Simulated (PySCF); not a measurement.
Telling isomers of C₆H₁₀F₂ apart by NMR

How the numbers were obtained: geometry from GFN2-xTB, PBE0/pcSseg-1 with gauge-including orbitals, in PySCF (fast rotation and ring inversion assumed for equivalent nuclei, no solvent model, one computed conformer, no relativistic terms).

Referencing at the same level of theory: TMS for ¹H, ¹³C. Splittings of carbon signals by F and P are missing where no couplings were computed. Where no couplings were computed, multiplicities follow the n + 1 count of equivalent neighbours, and m marks all less simple cases (inequivalent or close neighbours, rings, F or P nearby). Shifts are as computed. Against solution values, carbons near 30 ppm lie about +3 ppm off and those near 130 ppm about +5 ppm. Of 1211 compounds with measured shifts, 218 miss one by over three times the rms of a fit or turn the order of signals round; such compounds aren't used in these exercises.

(1) Tabulate the signals of `FC1(F)CCCCC1`, `C/C=C/[C@H](C)C(F)F` and their relative energies.

(2) What is the quickest way to tell FC1(F)CCCCC1 from C/C=C/[C@H](C)C(F)F?

Results:

(1) 
| SMILES | carbon types | δC | δH | E rel. (kcal/mol) |
| --- | --- | --- | --- | --- |
| FC1(F)CCCCC1 | 1×C 5×CH2 | 128.4, 38.9, 28.9, 27.0 | 1.90 (m, 4H), 1.69 (m, 4H), 1.40 (m, 2H) | 0.0 |
| C/C=C/[C@H](C)C(F)F | 4×CH 2×CH3 | 138.2, 137.2, 124.1, 48.9, 22.2, 13.7 | 6.04 (m, 1H), 5.93 (m, 1H), 5.71 (m, 1H), 2.31 (m, 1H), 1.88 (d, 3H), 1.20 (d, 3H) | 26.3 |

Energies are electronic energies at PBE0/pcSseg-1 on these geometries, without zero-point or thermal terms, each for the one conformer computed, which needn't be the lowest.

(2) Count the carbon signals: 4 against 6. The first has a fully substituted sp3 carbon bonded to 2 F (C) at 128.4 ppm, the second an alkene CH at 138.2 ppm. In the proton spectra the most deshielded non-exchanging signals are 1.90 (m, 4H) and 6.04 (m, 1H).
